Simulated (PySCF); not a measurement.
Te¹⁵⁺ (tellurium, charge +15) across methods

[Kr] 4d1, 2D determinant. All numbers are calculated (PySCF 2.14, scalar relativity by spin-free X2C-1e, in an even-tempered Gaussian basis (20 s from 0.6 bohr⁻², ratio 2.5; 14 p from 0.78 bohr⁻², ratio 2.5; 10 d from 0.78 bohr⁻², ratio 2.5; 4 f from 3.2 bohr⁻², ratio 2.7; 4 g from 4.8 bohr⁻², ratio 2.7)).

```tsv
method	E (hartree)	mean ε 4p α (eV)	mean ε 4p β (eV)	mean ε 4d α (eV)	Σ⟨r²⟩ (bohr²)	⟨S²⟩
PBE	-6711.68	-422.81	-421.18	-341.58	7.693	0.750
LDA	-6705.66	-422.81	-421.32	-341.24	7.694	0.750
r2SCAN	-6712.11	-424.45	-422.50	-342.13	7.698	0.751
PBE0	-6711.76	-427.39	-425.22	-345.18	7.695	0.751
UHF	-6709.98731	-439.41	-435.45	-354.62	7.709	0.752
```

Spin-orbit coupling, absent here, splits the open shell strongly.
